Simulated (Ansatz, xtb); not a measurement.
F2HSi2: where a starting geometry ends

The starting geometry of this gas-phase doublet has its atoms placed at random.

```xyz
5

F    -1.2197    1.1064   -1.1162
F     0.5642    1.1359    0.5200
Si    0.8739    0.7068   -1.6095
Si    0.7494   -0.6626    1.4087
H     1.3459   -1.1206    0.3788
```

Problem. Guess where an optimisation with r2SCAN-D4/def2-SVP ends from this start.

Solution. It ends as a structure with F2 bridging Si3 and Si4, given below by its coordinates. Distances that change by over a tenth: Si4–H5 (1.28 → 1.53 Å). Contacts that close: F1–Si3 (2.19 → 1.63 Å), F2–Si3 (2.19 → 1.84 Å), Si3–Si4 (3.32 → 2.41 Å).

The energy falls by 4.54 eV over 15 steps:

```json
{"step": "1", "E − E(last) (eV)": "4.540"}
{"step": "3", "E − E(last) (eV)": "0.887"}
{"step": "4", "E − E(last) (eV)": "0.534"}
{"step": "6", "E − E(last) (eV)": "0.307"}
{"step": "7", "E − E(last) (eV)": "0.139"}
{"step": "9", "E − E(last) (eV)": "0.021"}
{"step": "10", "E − E(last) (eV)": "0.011"}
{"step": "12", "E − E(last) (eV)": "0.000"}
{"step": "13", "E − E(last) (eV)": "0.000"}
{"step": "15", "E − E(last) (eV)": "0.000"}
```

Final geometry (Å):

```yaml
atoms:
  - { symbol: F, position_ang: [-1.1540, 1.3256, -1.2080] }
  - { symbol: F, position_ang: [0.9086, 1.1501, 0.3719] }
  - { symbol: Si, position_ang: [0.2476, 0.4905, -1.2134] }
  - { symbol: Si, position_ang: [0.4324, -0.6707, 0.8955] }
  - { symbol: H, position_ang: [1.8791, -1.1296, 0.7359] }
```

From the same start GFN2-xTB ends elsewhere, differing in F2–Si3 (2.97 against 1.84 Å here).

From so rough a start the end depends on the optimiser's path, so another program may land elsewhere. The end wasn't checked by frequencies. Open shells are spin-unrestricted. Run with Ansatz 0.2.0, 100 s on 1 thread of Intel(R) Xeon(R) Platinum 8259CL CPU @ 2.50GHz (Skylake/Cascade Lake), with other jobs on the host.
